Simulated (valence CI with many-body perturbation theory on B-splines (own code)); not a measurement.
Dy⁵⁰⁺: electric-dipole lines

Computed by configuration interaction combined with many-body perturbation theory (CI+MBPT): six valence electrons over a frozen Dirac-Fock core [Ne], radial functions for each j: 9 s, 9 p, 8 d, 6 f, 3 g, 1 h, with the one-electron correlation potential Σ1 (screened to all orders), the two-electron term Σ2, the three-electron term Σ3, Breit, model QED; selected single and double excitations, second order for the rest, scaled by the run's own slope (own B-spline code, finite nucleus).

No measured spectrum was set against this ion. As an estimate, large intervals hold to a few tenths of a per cent, small ones and those within an open d or f shell to about a per cent. Among the levels kept, up to 1100 cm⁻¹ of a level comes from second order outside the variational space, and about a tenth of that is noise between levels of different J, which matters for small intervals.

Lines 101 to 150 of 168 in falling wavelength, among levels below 494.01 eV, chosen from the strongest by gf and those to the six lowest levels. Wavelengths and rates use the calculated energies. Electric multipoles are in the length gauge with retardation, E1 and E2 with the static RPA response of the core. Weak lines are less certain than strong ones. Lines between different terms over intervals too small for the method are left out, as are lines whose strength nearly cancels. The highest levels of a list are the least certain.

Levels are named by their leading jj configuration (3d3/2^4 stands for four electrons in 3d with j = 3/2), which in mixed levels can hold well under half, so a name can repeat and another be missing. Letters in brackets count levels of one name in rising energy.

```csv
λ vac (Å),Upper,Lower,A (s⁻¹),S (a.u.)
59.33,(3s^2 3p1/2^2 3p3/2 3d3/2) J=1,(3s^2 3p1/2^2 3p3/2^2) J=2,9.09e+09,2.81e-03
59.10,(3s^2 3p1/2^2 3p3/2 3d3/2) J=3,(3s^2 3p1/2^2 3p3/2^2) J=2,4.39e+08,3.13e-04
58.91,(3s^2 3p1/2^2 3d3/2^2) J=2,(3s^2 3p1/2^2 3p3/2 3d3/2) J=2,5.77e+09,2.91e-03
58.70,(3s^2 3p1/2 3p3/2^2 3d3/2) J=2 [b],(3s^2 3p1/2 3p3/2^3) J=2,1.24e+09,6.19e-04
58.30,(3s^2 3p1/2^2 3d3/2 3d5/2) J=3,(3s^2 3p1/2^2 3p3/2 3d5/2) J=4,3.08e+09,2.11e-03
56.77,(3s^2 3p1/2^2 3d3/2 3d5/2) J=2,(3s^2 3p1/2^2 3p3/2 3d5/2) J=2,6.83e+08,3.08e-04
56.42,(3s^2 3p1/2 3p3/2^2 3d3/2) J=2 [b],(3s^2 3p1/2 3p3/2^3) J=1,1.69e+05,7.48e-08
55.93,(3s^2 3p1/2^2 3d3/2 3d5/2) J=1,(3s^2 3p1/2^2 3p3/2 3d5/2) J=2,7.81e+09,2.02e-03
55.46,(3s^2 3p1/2^2 3d3/2^2) J=0,(3s^2 3p1/2^2 3p3/2 3d3/2) J=1,2.58e+10,2.17e-03
55.40,(3s^2 3p1/2 3p3/2^2 3d3/2) J=3 [b],(3s^2 3p1/2 3p3/2^3) J=2,2.27e+07,1.34e-05
54.65,(3s^2 3p1/2^2 3d3/2 3d5/2) J=4,(3s^2 3p1/2^2 3p3/2 3d5/2) J=4,1.58e+10,1.14e-02
54.11,(3s^2 3p1/2 3p3/2^2 3d3/2) J=2 [c],(3s^2 3p1/2 3p3/2^3) J=2,1.83e+09,7.15e-04
53.30,(3s^2 3p1/2 3p3/2^2 3d3/2) J=1 [b],(3s^2 3p1/2 3p3/2^3) J=2,2.16e+07,4.84e-06
53.23,(3s^2 3p1/2 3p3/2^2 3d5/2) J=3 [a],(3s^2 3p1/2 3p3/2^3) J=2,6.11e+08,3.18e-04
52.17,(3s^2 3p1/2 3p3/2^2 3d3/2) J=2 [c],(3s^2 3p1/2 3p3/2^3) J=1,1.41e+09,4.93e-04
51.41,(3s^2 3p1/2 3p3/2^2 3d3/2) J=1 [b],(3s^2 3p1/2 3p3/2^3) J=1,5.73e+06,1.15e-06
50.79,(3s^2 3p1/2 3p3/2^2 3d3/2) J=1 [c],(3s^2 3p1/2 3p3/2^3) J=2,2.13e+09,4.13e-04
50.38,(3s^2 3p1/2 3p3/2^2 3d5/2) J=1 [a],(3s^2 3p1/2 3p3/2^3) J=2,2.26e+10,4.27e-03
49.08,(3s^2 3p1/2 3p3/2^2 3d3/2) J=1 [c],(3s^2 3p1/2 3p3/2^3) J=1,1.08e+10,1.88e-03
48.69,(3s^2 3p1/2 3p3/2^2 3d5/2) J=1 [a],(3s^2 3p1/2 3p3/2^3) J=1,4.71e+09,8.04e-04
48.54,(3s^2 3p1/2 3p3/2^2 3d5/2) J=0,(3s^2 3p1/2 3p3/2^3) J=1,3.30e+10,1.86e-03
48.49,(3s^2 3p1/2^2 3d3/2 3d5/2) J=3,(3s^2 3p1/2^2 3p3/2 3d3/2) J=3,1.54e+10,6.09e-03
48.31,(3s^2 3p1/2^2 3p3/2 3d5/2) J=2,(3s^2 3p1/2^2 3p3/2^2) J=2,6.34e+10,1.76e-02
47.24,(3s^2 3p1/2 3p3/2^2 3d5/2) J=2 [a],(3s^2 3p1/2 3p3/2^3) J=2,2.84e+09,7.39e-04
47.10,(3s^2 3p1/2^2 3d3/2 3d5/2) J=3,(3s^2 3p1/2^2 3p3/2 3d3/2) J=2,1.00e+11,3.61e-02
46.74,(3s^2 3p1/2^2 3d3/2 3d5/2) J=2,(3s^2 3p1/2^2 3p3/2 3d3/2) J=3,1.06e+10,2.67e-03
46.60,(3s^2 3p1/2^2 3d3/2 3d5/2) J=2,(3s^2 3p1/2^2 3p3/2 3d3/2) J=1,7.72e+10,1.93e-02
46.47,(3s^2 3p1/2^2 3p3/2 3d5/2) J=1,(3s^2 3p1/2^2 3p3/2^2) J=0,1.49e+11,2.21e-02
46.15,(3s^2 3p1/2 3p3/2^2 3d5/2) J=3 [b],(3s^2 3p1/2 3p3/2^3) J=2,1.86e+09,6.32e-04
46.13,(3s^2 3p1/2^2 3d3/2 3d5/2) J=1,(3s^2 3p1/2^2 3p3/2 3d3/2) J=0,6.56e+10,9.54e-03
46.04,(3s^2 3p1/2^2 3d3/2 3d5/2) J=1,(3s^2 3p1/2^2 3p3/2 3d3/2) J=1,6.45e+10,9.31e-03
45.94,(3s^2 3p1/2^2 3d3/2 3d5/2) J=4,(3s^2 3p1/2^2 3p3/2 3d3/2) J=3,1.57e+11,6.76e-02
45.75,(3s^2 3p1/2 3p3/2^2 3d5/2) J=2 [a],(3s^2 3p1/2 3p3/2^3) J=1,1.04e+10,2.47e-03
45.67,(3s^2 3p1/2 3p3/2^2 3d5/2) J=2 [b],(3s^2 3p1/2 3p3/2^3) J=2,8.80e+10,2.07e-02
45.45,(3s^2 3p1/2^2 3d3/2 3d5/2) J=2,(3s^2 3p1/2^2 3p3/2 3d3/2) J=2,5.01e+10,1.16e-02
45.15,(3s^2 3p1/2^2 3p3/2 3d5/2) J=3,(3s^2 3p1/2^2 3p3/2^2) J=2,3.00e+11,9.54e-02
45.03,(3s^2 3p1/2 3p3/2^2 3d5/2) J=1 [b],(3s^2 3p1/2 3p3/2^3) J=2,9.82e+10,1.33e-02
44.91,(3s^2 3p1/2^2 3d3/2 3d5/2) J=1,(3s^2 3p1/2^2 3p3/2 3d3/2) J=2,1.01e+10,1.36e-03
44.50,(3s^2 3p1/2 3p3/2^2 3d5/2) J=3 [c],(3s^2 3p1/2 3p3/2^3) J=2,3.93e+11,1.20e-01
44.28,(3s^2 3p1/2 3p3/2^2 3d5/2) J=2 [b],(3s^2 3p1/2 3p3/2^3) J=1,2.38e+11,5.10e-02
43.72,(3s^2 3p1/2 3p3/2^2 3d5/2) J=2 [c],(3s^2 3p1/2 3p3/2^3) J=2,3.37e+11,6.96e-02
43.69,(3s^2 3p1/2^2 3p3/2 3d5/2) J=1,(3s^2 3p1/2^2 3p3/2^2) J=2,3.96e+10,4.89e-03
43.68,(3s^2 3p1/2 3p3/2^2 3d5/2) J=1 [b],(3s^2 3p1/2 3p3/2^3) J=1,3.40e+11,4.20e-02
42.44,(3s^2 3p1/2 3p3/2^2 3d5/2) J=2 [c],(3s^2 3p1/2 3p3/2^3) J=1,3.33e+11,6.29e-02
34.98,(3s 3p1/2^2 3p3/2^3) J=2,(3s^2 3p1/2^2 3p3/2^2) J=2,3.67e+11,3.87e-02
34.85,(3s 3p1/2^2 3p3/2^3) J=1,(3s^2 3p1/2^2 3p3/2^2) J=0,1.62e+11,1.02e-02
33.26,(3s 3p1/2^2 3p3/2^3) J=1,(3s^2 3p1/2^2 3p3/2^2) J=2,3.00e+11,1.64e-02
32.74,(3s^2 3p1/2 3p3/2^2 3d3/2) J=1 [a],(3s^2 3p1/2^2 3p3/2^2) J=0,4.76e+10,2.47e-03
31.48,(3s^2 3p1/2 3p3/2^2 3d3/2) J=2 [a],(3s^2 3p1/2^2 3p3/2^2) J=2,5.61e+09,4.32e-04
31.34,(3s^2 3p1/2 3p3/2^2 3d3/2) J=1 [a],(3s^2 3p1/2^2 3p3/2^2) J=2,7.36e+10,3.36e-03
```
